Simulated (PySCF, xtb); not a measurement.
OPb, SMILES [O]=[Pb] (connectivity only; charge and spin as stated), neutral, multiplicity 1.

GFN2-xTB (xtb 6.7.1) at its own geometry gives an orbital gap of 3.12 eV and a dipole moment of 6.92 D.

The structure is a stationary point at B3LYP-D3(BJ)/def2-TZVP. The def2 effective core potentials stand for the cores of Pb; spin–orbit coupling is left out.

Question: What does PBE0/def2-TZVPD (PySCF) give? (The exact figures need the calculation; the answer reports its results.)

Answer: gap 5.08 eV (levels -7.38 and -2.30 eV), dipole 4.91 D.
